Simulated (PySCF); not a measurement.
H2F4SSi2, SMILES F[SiH](F)S[SiH](F)F (B3LYP/def2-SVP optimised geometry):

```
9

Si    -1.083    -0.449    -3.192
F      0.245     0.418    -2.865
F     -2.302     0.597    -3.300
S     -1.373    -1.852    -1.612
Si    -0.469    -0.761     0.000
F     -0.995    -1.475     1.344
F     -1.001     0.761     0.000
H     -0.938    -1.148    -4.479
H      1.001    -0.761     0.000
```

Level of theory: B3LYP/def2-TZVP (PySCF).

Question: What are the frontier orbital energies and the dipole moment?

Answer: HOMO-2 -10.08 eV, HOMO-1 -9.69 eV, HOMO -8.44 eV, LUMO -0.85 eV, LUMO+1 -0.36 eV; dipole moment 2.25 D.

On the same geometry PBE/def2-TZVP (PySCF) gives HOMO-2 -8.84 eV, HOMO-1 -8.57 eV, HOMO -7.43 eV, LUMO -1.56 eV, LUMO+1 -1.05 eV; dipole moment 2.05 D.

Meta-Löwdin charges at B3LYP/def2-TZVP: Si1 1.28, F2 -0.49, F3 -0.49, S4 -0.39, Si5 1.29, F6 -0.49, F7 -0.49, H8 -0.11, H9 -0.11.
